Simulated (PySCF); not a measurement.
Static polarisabilities and like-pair C6 coefficients by linear response at wB97X-D/def2-SVPD (PySCF, frozen core in the response, non-relativistic, gas phase), PBE0-D3(BJ)/def2-SVP geometries, one conformer each; atomic units unless stated.

```tsv
label	species	α	C6
P	`N#C/C(=N\[H])C`	48.2	970.8
Q	`C(/C=N/C)#N`	51.2	1032
R	`N(/C)=C/C#N`	49.0	984.5
S	`C(=S)(C)C(F)(F)F`	59.6	1528
T	`BC1CCCC1`	71.8	2220
```

Task: Estimate the unlike-pair coefficients by the rule C6(AB) = 2·C6(AA)·C6(BB) / [C6(AA)·αB/αA + C6(BB)·αA/αB], and compare with the geometric mean, for PQ, PS, PT, QR, QS, QT, RS and RT.

Result: 
| pair | combination rule | geometric mean | ratio |
| --- | --- | --- | --- |
| PQ | 1000 | 1001 | 1.000 |
| PS | 1218 | 1218 | 1.000 |
| PT | 1468 | 1468 | 1.000 |
| QR | 1008 | 1008 | 1.000 |
| QS | 1254 | 1256 | 0.999 |
| QT | 1512 | 1513 | 0.999 |
| RS | 1226 | 1227 | 1.000 |
| RT | 1478 | 1478 | 1.000 |

The rule is exact for one-pole polarisabilities and never exceeds the geometric mean; the two meet where both partners have the same effective excitation energy. These unlike-pair values are estimates, not computed integrals.
